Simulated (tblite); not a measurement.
Compound: C7H8.
Numbering: `[CH:1]#[C:2][C:3]#[C:4][CH2:5][CH2:6][CH3:7]` (hydrogens: H8 on C1; H9, H10 on C5; H11, H12 on C6; H13, H14, H15 on C7)

Computed with GFN2-xTB (tblite), gas phase: Langevin dynamics at 300 K from the optimised GFN2-xTB geometry, time step 0.5 fs, friction 0.01 fs⁻¹, 2000 steps. The instantaneous temperature is 2·E(kin)/(3Nk) with all 3N coordinates.

```tsv
t (fs)	T (K)	E(pot) above start (eV)	C1≡C2 (Å)	C2–C3 (Å)	C3≡C4 (Å)	C4–C5 (Å)	C5–C6 (Å)	C1–H8 (Å)	C4–C5–C6–C7 (°)
0	239	0.000	1.204	1.359	1.207	1.445	1.535	1.048	-66
25	162	0.379	1.200	1.384	1.204	1.444	1.519	1.065	-64
50	251	0.353	1.193	1.377	1.220	1.427	1.540	1.040	-66
75	231	0.364	1.218	1.333	1.207	1.426	1.596	1.055	-71
100	256	0.358	1.203	1.357	1.207	1.430	1.558	1.041	-69
125	227	0.403	1.197	1.387	1.222	1.442	1.519	1.050	-65
150	170	0.509	1.233	1.360	1.193	1.458	1.519	1.031	-64
175	213	0.334	1.206	1.367	1.207	1.475	1.536	1.060	-66
200	211	0.305	1.176	1.349	1.224	1.439	1.530	1.043	-66
225	202	0.297	1.220	1.320	1.192	1.451	1.505	1.063	-65
250	228	0.367	1.200	1.379	1.193	1.500	1.527	1.057	-74
275	263	0.252	1.196	1.380	1.210	1.433	1.539	1.036	-81
300	255	0.376	1.229	1.360	1.207	1.440	1.545	1.033	-77
325	294	0.469	1.208	1.363	1.239	1.434	1.529	1.074	-73
350	371	0.394	1.199	1.358	1.215	1.428	1.493	1.045	-71
375	232	0.602	1.229	1.324	1.186	1.484	1.519	1.054	-74
400	277	0.626	1.191	1.370	1.218	1.516	1.534	1.045	-74
425	338	0.325	1.209	1.343	1.210	1.423	1.515	1.033	-76
450	316	0.447	1.210	1.416	1.211	1.475	1.485	1.079	-75
475	352	0.447	1.198	1.351	1.204	1.383	1.527	1.045	-73
500	288	0.597	1.216	1.400	1.209	1.465	1.595	1.068	-59
525	368	0.318	1.193	1.374	1.187	1.414	1.509	1.053	-59
550	268	0.485	1.210	1.381	1.208	1.438	1.529	1.072	-65
575	236	0.630	1.229	1.349	1.233	1.418	1.579	1.063	-59
600	299	0.384	1.193	1.353	1.215	1.437	1.533	1.033	-63
625	315	0.411	1.203	1.367	1.201	1.454	1.567	1.084	-60
650	376	0.484	1.217	1.345	1.195	1.403	1.496	1.013	-61
675	313	0.619	1.206	1.379	1.222	1.434	1.545	1.070	-62
700	382	0.681	1.210	1.363	1.238	1.393	1.614	1.045	-70
725	419	0.496	1.222	1.416	1.193	1.413	1.528	1.043	-74
750	382	0.728	1.194	1.383	1.189	1.433	1.470	1.062	-63
775	305	0.846	1.220	1.344	1.230	1.461	1.574	1.038	-64
800	304	0.660	1.207	1.333	1.206	1.415	1.530	1.067	-78
825	266	0.596	1.196	1.370	1.211	1.469	1.605	1.057	-80
850	359	0.532	1.201	1.361	1.211	1.416	1.552	1.080	-70
875	320	0.632	1.223	1.395	1.199	1.437	1.516	1.076	-66
900	327	0.596	1.228	1.370	1.205	1.412	1.504	1.042	-70
925	418	0.448	1.196	1.369	1.230	1.425	1.557	1.059	-78
950	282	0.505	1.206	1.371	1.193	1.431	1.546	1.066	-90
975	293	0.394	1.205	1.344	1.201	1.449	1.520	1.062	-85
1000	187	0.358	1.201	1.348	1.225	1.486	1.515	1.040	-82
```

Question: From 500 fs on, how do temperature and potential energy compare with equipartition?

Answer: The mean temperature of these 21 frames is 319 K against the target 300 K, and the mean potential energy 0.54 eV against 39 × kT/2 = 0.50 eV for 39 classical harmonic modes. For 15 atoms in a canonical ensemble the temperature itself scatters by T·√(2/(3N)) = 63 K; here its standard deviation is 57 K. The whole run lasts only 10 friction times of 100 fs, so these averages carry a wide statistical error.

Question: What are the kinetic and total energies of the listed frame with the highest potential energy?

Answer: The one at 775 fs, 0.846 eV above the start. Its kinetic energy is 3NkT/2 = 0.592 eV at 305 K, so the sum is 1.44 eV; over the listed frames the sum runs from 0.46 to 1.47 eV, since the thermostat adds and removes energy.

Question: How much do the listed bonds fluctuate from 500 fs on?

Answer: 
| bond | at the start (Å) | mean (Å) | standard deviation (Å) |
| --- | --- | --- | --- |
| C1≡C2 | 1.204 | 1.208 | 0.011 |
| C2–C3 | 1.359 | 1.367 | 0.020 |
| C3≡C4 | 1.207 | 1.210 | 0.015 |
| C4–C5 | 1.445 | 1.433 | 0.023 |
| C5–C6 | 1.535 | 1.542 | 0.036 |
| C1–H8 | 1.048 | 1.057 | 0.017 |

The motion is classical and holds no zero-point motion.

What follows is the cost of the whole dynamics run. Time: 7.0 s; peak memory 0.18 GiB. Hardware: an Intel Xeon 6975P-C with one thread, no GPU, shared host with 192 logical CPUs at a one-minute load of 70.
